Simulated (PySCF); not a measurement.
## Computed NMR parameters against published values

Numbering as in the mapped SMILES `[CH2:1]=[CH:2][Si:3]([Cl:4])([Cl:5])[Cl:6]`. Hydrogens are named by the atom that carries them. Ha(C1) is cis to Si3; Hb(C1) is trans to Si3.

Published estimates (parent shift plus substituent increments) and measurements: δ ¹³C C1 139.4; C2 132.0 ppm (estimated from measurements, as parent shift plus tabulated substituent increment; solution, not stated per compound (mostly CDCl3 or CCl4); Pretsch, Buehlmann, Badertscher, Structure Determination of Organic Compounds, 4th ed. (2009)).

Method: geometry: GFN2-xTB, PBE0/pcSseg-1 with gauge-including orbitals, in PySCF 2.14 (single conformer, no solvent model, no relativistic terms, equivalent nuclei averaged).

(1) How close does the calculation come?

(2) How far are the unscaled ¹³C shifts from the references?

Results:

(1) 
Reference values: estimated from measurements, as parent shift plus tabulated substituent increment (solution, not stated per compound (mostly CDCl3 or CCl4); Pretsch, Buehlmann, Badertscher, Structure Determination of Organic Compounds, 4th ed. (2009)).
```
atoms  quantity  reference  computed  computed, scaled
   C1     δ ¹³C      139.4     144.5             138.7
   C2     δ ¹³C      132.0     142.7             136.9
```

Computed shifts are σ(ref) − σ with the named reference compound (TMS for H and C) calculated as an isolated molecule at the same level. The measured values may be among those fitted. Shieldings were converted by linear fits to measured shifts (mostly CDCl3, TMS scale, for H and C): ¹³C: δ = 179.97 − 0.974σ (rms 2.1 ppm, 958 shifts, 2.3 ppm with the 13 outliers that the fit left out). A few per cent of atoms miss by over 2 rms, more outside the fitted compound classes.

(2) Mean signed difference +7.90 ppm, mean absolute 7.90 ppm over 2 comparisons; the largest is +10.7 ppm at C2 (alkene CH).
